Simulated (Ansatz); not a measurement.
The same path of C$_{3}$H$_{9}$ClGe (14 atoms, charge 0, multiplicity 1) was run 3 times with different band settings. The coordinate that changes most is the dihedral H8–C1–C2–Ge5.

Computed with Ansatz 0.2.0, RKS PBE/def2-SVP.

Relaxed end points:

```xyz
14
Properties=species:S:1:pos:R:3
C -1.471 0.322 0.371
C -0.042 0.362 -0.163
C 0.965 0.828 0.885
Cl 0.005 1.562 -1.569
Ge 0.494 -1.385 -0.983
H -1.772 1.320 0.755
H -1.544 -0.405 1.208
H -2.195 0.023 -0.412
H 0.688 1.831 1.273
H 1.990 0.891 0.472
H 0.977 0.120 1.741
H 0.507 -2.486 0.119
H 1.913 -1.248 -1.589
H -0.529 -1.766 -2.080
```

```xyz
14
Properties=species:S:1:pos:R:3
C -1.497 0.269 0.302
C -0.069 0.316 -0.235
C 0.882 1.069 0.691
Cl -0.102 1.200 -1.858
Ge 0.618 -1.512 -0.679
H -1.520 -0.272 1.272
H -2.184 -0.243 -0.399
H -1.883 1.296 0.473
H 0.518 2.104 0.867
H 1.903 1.132 0.269
H 0.942 0.554 1.673
H 0.693 -2.362 0.625
H 2.035 -1.389 -1.292
H -0.349 -2.192 -1.680
```

Common settings: spring 5.0 eV/Å²; start path IDPP; force threshold 0.05 eV/Å; iteration limit 60; end points relaxed.

| run | movable images | climbing image | optimiser |
| --- | --- | --- | --- |
| 1 | 5 | yes | quadratic models (default) |
| 2 | 5 | yes | lbfgs |
| 3 | 2 | no | quadratic models (default) |

(1) What does each run give, and how far can it be trusted?

Answers

(1) Run 1: converged after 4 iterations, highest image 0.182 eV above the first end. A vibrational analysis at the climbing image gives one clearly imaginary mode, 262i cm⁻¹: a first-order saddle point.
Run 2: converged after 10 iterations, highest image 0.182 eV above the first end. Another band between the same ends (5 images) ends at a top of the same energy, where a vibrational analysis finds 1 clearly imaginary mode.
Run 3: converged after 5 iterations, highest image 0.136 eV above the first end. No image climbed, so the highest image needn't sit at the top of the path. So few images can step over the top or miss a turn of the path.
